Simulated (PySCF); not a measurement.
PdH₃, doublet: structure and spectrum

Computed with UPBE0 in PySCF with Pd def2-TZVP with ECP28, H def2-TZVP; scalar-relativistic core potentials, no spin–orbit coupling; density-fitted integrals.

The structure is a minimum.

```xyz
4
charge 0 multiplicity 2, angstrom
Pd   -0.0124    0.0280    0.0000
H    -0.0019   -1.7452   -0.4044
H    -0.0019   -1.7452    0.4044
H     1.4693    0.5508    0.0000
```

* Point group: Cs
* Bond lengths: H–H 0.809 Å, Pd–H 1.571 Å, Pd–H 1.819 Å (×2)
* Bond angles: H–H–Pd 77.2° (×2), H–Pd–H 25.7°, H–Pd–H 108.6° (×2)
* Enthalpy at 298.15 K above 0 K: 12.30 kJ/mol
* Highest occupied level (α): -5.92 eV
* Spin squared ⟨S²⟩: 0.753
* Lowest empty level (β): -2.62 eV
* Principal polarisabilities: 34.9, 35.8, 40.4 bohr³
* Entropy at 298.15 K and 1 bar (electronic part: spin only): 254.4 J/(mol K)
* Heat capacity Cp at 298.15 K: 51.6 J/(mol K)
* Rotational constants: 7.073, 2.41, 1.933 cm⁻¹
* Dipole moment: 2.36 D
* Atomisation energy without zero-point energy: 695 kJ/mol
* Zero-point energy: 46.9 kJ/mol
* Principal quadrupole moments (Buckingham, traceless) about the centre of mass: -1.74, -0.56, 2.30 D Å
* Rotational symmetry number: 1

Harmonic modes (masses in u: Pd 105.903, H 1.008):
```csv
symmetry,ω (cm⁻¹),IR (km/mol),μ (u)
a'',297,12.7,1.01
a',374,27.0,1.02
a',680,52.1,1.03
a'',1090,1.2,1.01
a',1902,55.1,1.02
a',3502,56.0,1.01
```

Charges (e):
```json
{"atom": "Pd1", "Mulliken": "-0.03", "Löwdin": "-0.18", "polar tensor": "0.10", "spin (Mulliken)": "0.69", "Mayer order to Pd1": "–"}
{"atom": "H2,3", "Mulliken": "0.04", "Löwdin": "0.10", "polar tensor": "0.06", "spin (Mulliken)": "0.02", "Mayer order to Pd1": "0.29"}
{"atom": "H4", "Mulliken": "-0.06", "Löwdin": "-0.03", "polar tensor": "-0.22", "spin (Mulliken)": "0.26", "Mayer order to Pd1": "0.98"}
```
Other Mayer orders above 0.3: H–H 0.73.

Mulliken populations on Pd1 (electrons outside its core potential): s 2.58, p 6.21, d 9.24, f 0.00.

Outer orbital energies (eV). α occupied: -14.45, -10.27, -7.98, -7.98, -7.69, -7.28, -5.92; empty: -1.34, -0.60, 1.32, 1.94. β occupied: -14.18, -9.16, -7.75, -7.64, -7.43, -6.87; empty: -2.62, -1.03, -0.41, 1.54.

This need not be the most stable arrangement of these atoms. With open d or f shells other occupations or spin states may lie lower.

The final relaxation and frequency run took 29 s on 2 threads of a shared Arm Neoverse V1 host, with 58 basis functions and 17 gradients; the process peaked at 0.75 GiB. Launch command: `OMP_NUM_THREADS=2 python axn.py task.json out`.
